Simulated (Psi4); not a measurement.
HSn (SMILES [SnH]), doublet, at a GFN2-xTB geometry (such geometries of metal compounds can be far from the true shape) (core potentials on Sn); M06-L/def2-SVP (Psi4 1.11).

Input for Psi4:
```
memory 2 GB

molecule mol {
0 2
  Sn   -0.000000   -0.000000   -0.035442
  H     0.000000    0.000000    1.772092
}

set basis def2-svp
set reference uks

energy('m06-l')
print_variables()
```

Output, abridged:

```
   => Loading Basis Set <=

    Name: DEF2-SVP
    Role: ORBITAL
    Keyword: BASIS

    !!!  WARNING: ECP capability is in beta. Please check occupations closely.  !!!

         ---------------------------------------------------------
                                   SCF
               by Justin Turney, Rob Parrish, Andy Simmonett
                          and Daniel G. A. Smith
                              UKS Reference
         ---------------------------------------------------------

  ==> Geometry <==

    Molecular point group: c2v
    Full point group: C_inf_v

    Geometry (in Angstrom), charge = 0, multiplicity = 2:

       Center              X                  Y                   Z               Mass
    ------------   -----------------  -----------------  -----------------  -----------------
         SN           0.000000000000     0.000000000000    -0.015066393269   119.902201630000
         H            0.000000000000     0.000000000000     1.792467606731     1.007825032230

  Running in c2v symmetry.

  Rotational constants: A = ************  B =      5.16266  C =      5.16266 [cm^-1]
  Rotational constants: A = ************  B = 154772.66730  C = 154772.66730 [MHz]
  Nuclear repulsion =    6.440763291169073

  Charge       = 0
  Multiplicity = 2
  Electrons    = 23
  Nalpha       = 12
  Nbeta        = 11

  ==> Algorithm <==

  SCF Algorithm Type is DF.
  DIIS enabled.
  MOM disabled.
  Fractional occupation disabled.
  Guess Type is SAD.
  Energy threshold   = 1.00e-06
  Density threshold  = 1.00e-06
  Integral threshold = 1.00e-12

  ==> Primary Basis <==

  Basis Set: DEF2-SVP
    Blend: DEF2-SVP
    Number of shells: 13
    Number of basis functions: 31
    Number of Cartesian functions: 33
    Spherical Harmonics?: true
    Max angular momentum: 2

  Core potential: DEF2-SVP
    Number of shells: 4
    Number of ECP primitives: 18
    Number of ECP core electrons: 28
    Max angular momentum: 3

  ==> DFT Potential <==

   => LibXC <=

    Version 7.1.2
    S. Lehtola, C. Steigemann, M. J. T. Oliveira, and M. A. L. Marques,  SoftwareX 7, 1–5 (2018) (10.1016/j.softx.2017.11.002)

   => Composite Functional: M06-L <=

    M06-L Meta-GGA XC Functional

    Y. Zhao and D. G. Truhlar, J. Chem. Phys. 125, 194101, 2006

    Deriv               =              1
    GGA                 =           TRUE
    Meta                =           TRUE

    Exchange Hybrid     =          FALSE
    MP2 Hybrid          =          FALSE

   => Exchange Functionals <=

    1.0000   XC_MGGA_X_M06_L

   => Correlation Functionals <=

    1.0000   XC_MGGA_C_M06_L

   => LibXC Density Thresholds  <==

    XC_MGGA_C_M06_L:  1.00E-12
    XC_MGGA_X_M06_L:  1.00E-15

   => Molecular Quadrature <=

    Radial Scheme          =       TREUTLER
    Pruning Scheme         =           NONE
    Nuclear Scheme         =       TREUTLER

    Blocking Scheme        =         OCTREE
    BS radius alpha        =              1
    Pruning alpha          =              1
    Radial Points          =             75
    Spherical Points       =            302
    Total Points           =          42607
    Total Blocks           =            390
    Max Points             =            256
    Max Functions          =             31
    Weights Tolerance      =       1.00E-15

   => Loading Basis Set <=

    Name: (DEF2-SVP AUX)
    Role: JKFIT
    Keyword: DF_BASIS_SCF

  ==> Integral Setup <==

  SCF_SUBTYPE=INCORE selected. In-core MEM_DF algorithm will be used.
  Using in-core AOs.

  ==> MemDFJK: Density-Fitted J/K Matrices <==

    J tasked:                   Yes
    K tasked:                    No
    wK tasked:                   No
    Algorithm:                 Core
    Schwarz Cutoff:           1E-12
    Mask sparsity (%):       0.0000
    Fitting Condition:        1E-10

   => Auxiliary Basis Set <=

  Basis Set: (DEF2-SVP AUX)
    Blend: DEF2-UNIVERSAL-JKFIT
    Number of shells: 52
    Number of basis functions: 236
[...]

  ==> Pre-Iterations <==

  SCF Guess: Superposition of Atomic Densities via on-the-fly atomic UHF (no occupation information).

   -------------------------
    Irrep   Nso     Nmo
   -------------------------
     A1        15      15
     A2         2       2
     B1         7       7
     B2         7       7
   -------------------------
    Total      31      31
   -------------------------

  ==> Iterations <==

                           Total Energy        Delta E     RMS |[F,P]|

   @DF-UKS iter SAD:  -213.72721478007557   -2.13727e+02   0.00000e+00
   @DF-UKS iter   1:  -214.93953150131108   -1.21232e+00   1.62791e-02 DIIS/ADIIS
   @DF-UKS iter   2:  -214.97619138730855   -3.66599e-02   1.28292e-02 DIIS/ADIIS
   @DF-UKS iter   3:  -214.99767757921384   -2.14862e-02   6.73352e-04 DIIS/ADIIS
   @DF-UKS iter   4:  -214.99777788633006   -1.00307e-04   2.61756e-04 DIIS/ADIIS
   @DF-UKS iter   5:  -214.99779884483814   -2.09585e-05   1.14909e-04 DIIS/ADIIS
   @DF-UKS iter   6:  -214.99780394313717   -5.09830e-06   1.55408e-05 DIIS
   @DF-UKS iter   7:  -214.99780402876243   -8.56253e-08   2.69121e-06 DIIS
   @DF-UKS iter   8:  -214.99780403406839   -5.30596e-09   6.34423e-07 DIIS
  Energy and wave function converged.

  ==> Post-Iterations <==

   Electrons on quadrature grid:
      Nalpha   =   12.0000003359 ; deviation = 3.359e-07
      Nbeta    =   11.0000003476 ; deviation = 3.476e-07
      Ntotal   =   23.0000006834 ; deviation = 6.834e-07

   @Spin Contamination Metric:   1.660198229E-03
   @S^2 Expected:                7.500000000E-01
   @S^2 Observed:                7.516601982E-01
   @S   Expected:                5.000000000E-01
   @S   Observed:                5.000000000E-01

    Orbital Energies [Eh]
    ---------------------

    Alpha Occupied:

[...]
    Alpha Virtual:

[...]
      15A1    51.630173

    Beta Occupied:

[...]
    Beta Virtual:

[...]
    Final Occupation by Irrep:
             A1    A2    B1    B2
    DOCC [     6,    1,    2,    2 ]
    SOCC [     0,    0,    1,    0 ]
    NA   [     6,    1,    3,    2 ]
    NB   [     6,    1,    2,    2 ]

  @DF-UKS Final Energy:  -214.99780403406839

   => Energetics <=

    Nuclear Repulsion Energy =              6.4407632911690733
    One-Electron Energy =                -389.5387074093132469
    Two-Electron Energy =                 186.6302025696622309
    DFT Exchange-Correlation Energy =     -18.5300624855864235
    Empirical Dispersion Energy =           0.0000000000000000
    VV10 Nonlocal Energy =                  0.0000000000000000
    Total Energy =                       -214.9978040340683947

  UHF NO Occupations:
  HONO-2 :    5 A1 1.9998300
  HONO-1 :    6 A1 1.9993771
  HONO-0 :    3 B1 1.0000000
  LUNO+0 :    7 A1 0.0006229
  LUNO+1 :    8 A1 0.0001700
  LUNO+2 :    4 B1 0.0000172
  LUNO+3 :    2 A2 0.0000169

Computation Completed

Properties will be evaluated at   0.000000,   0.000000,   0.000000 [a0]

Properties computed using the SCF density matrix

 Multipole Moments:

 ------------------------------------------------------------------------------------
     Multipole            Electronic (a.u.)      Nuclear  (a.u.)        Total (a.u.)
 ------------------------------------------------------------------------------------

 L = 1.  Multiply by 2.5417464519 to convert [e a0] to [Debye]
 Dipole X            :          0.0000000            0.0000000            0.0000000
 Dipole Y            :          0.0000000            0.0000000            0.0000000
 Dipole Z            :         -3.0192564            2.7609030           -0.2583534
 Magnitude           :                                                    0.2583534

 ------------------------------------------------------------------------------------

  Variable Map:
  ----------------------------------------------------------------------------
[...]
  Array Variable Map:
  ----------------------------------------------------------------------------
[...]
[...]
```
